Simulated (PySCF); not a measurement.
A structure optimised at PBE-D3(BJ)/def2-TZVPD, used in a PySCF frequency run:

```xyz
4

Al     0.0000     0.0000     0.0000
H      1.5956     0.0000     0.0000
H     -0.7978     1.3819     0.0000
H     -0.7978    -1.3819     0.0000
```

Question: Write its SMILES, formula and point group.

Answer: [AlH3], AlH3, D3h

Question: What are its rotational constants (standard atomic weights)?

Answer: 131.28, 131.28, 65.640 GHz
